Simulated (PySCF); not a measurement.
Problem. What does the PBE0-D3(BJ)/def2-SVP structure of transoidal 1-iodononafluorobutane, `FC(F)(F)C(F)(F)C(F)(F)C(F)(F)I` look like in three dimensions?

Solution. 
Z-matrix in Å and degrees, rows numbered from 1:
```
F 
C   1  1.3237
F   2  1.3228  1  109.03
F   2  1.3242  1  109.37  3   118.63
C   2  1.5475  1  110.95  3  -119.49
F   5  1.3379  2  107.29  1    72.00
F   5  1.3350  2  107.71  1  -170.78
C   5  1.5582  2  117.95  1   -47.36
F   8  1.3368  5  105.42  2  -176.34
F   8  1.3339  5  108.32  2    66.59
C   8  1.5460  5  116.18  2   -55.82
F  11  1.3293  8  109.02  5    68.48
F  11  1.3275  8  109.63  5   -50.82
I  11  2.1685  8  110.58  5  -171.96
```

Of the pairs four or more bonds apart, F4···F12 is among the closest relative to their van der Waals radii: 2.67 Å, 91 % of the sum of Bondi's values.

Theory: PBE0-D3(BJ)/def2-SVP geometry optimisation, gas phase, def2 core potentials past Kr (PySCF 2.14.0).

Point group: C1 (no symmetry element, even within 0.4 Å). PBE0-D3(BJ)/def2-SVP frequencies: not computed here. The numbers are those of one conformer (C2–C5–C8–F9 -176°, C5–C8–C11–F12 68°).

On Arm Neoverse V2, one thread, no GPU, shared host, this took 4.2 min and 1.2 GiB of memory at its peak. This is the geometry optimisation.
